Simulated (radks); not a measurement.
Initial-state core-level shifts of the mercury ion Hg+ when its valence configuration changes from [Xe] 4f14 5d10 6s1. Calculated with a radial shooting solver on a logarithmic mesh with Libxc functionals: Dirac Kohn-Sham, PBEsol, spin-unpolarised, spherical densities, finite nucleus; open shells fill j = l - 1/2 first; Fermi nuclear charge, rms radius 5.4648 fm. Shifts are changes of the shell-averaged eigenvalues in eV (positive: less bound); the change of the density at the nucleus, which sets a Mossbauer isomer shift, is in e/bohr^3, on a base of 2.321e+06.

valence                     1s       2p       3d       5p  density at nucleus
4f14 5d8 6s1 6p2        -9.931  -10.279  -10.257   -9.220               +93.2
4f14 5d9 6s1 6p1        -4.923   -5.079   -5.074   -4.622               +43.1
4f14 5d10 6p1           -1.413   -1.382   -1.394   -1.407              -177.5
4f14 5d7 6s1 6p3       -15.719  -16.255  -16.197  -14.433              +140.4
4f14 5d10 6s0.5 6p0.5   -0.716   -0.700   -0.706   -0.713               -87.4
4f13 5d10 6s2          -16.438  -17.704  -19.789   -6.525              +411.5
4f14 5d9 6s2            -3.542   -3.723   -3.707   -3.258              +227.9
4f13 5d9 6s2 6p1       -21.723  -23.178  -25.244  -11.376              +482.7
4f13.5 5d10 6s1.5       -8.092   -8.713   -9.743   -3.216              +199.1
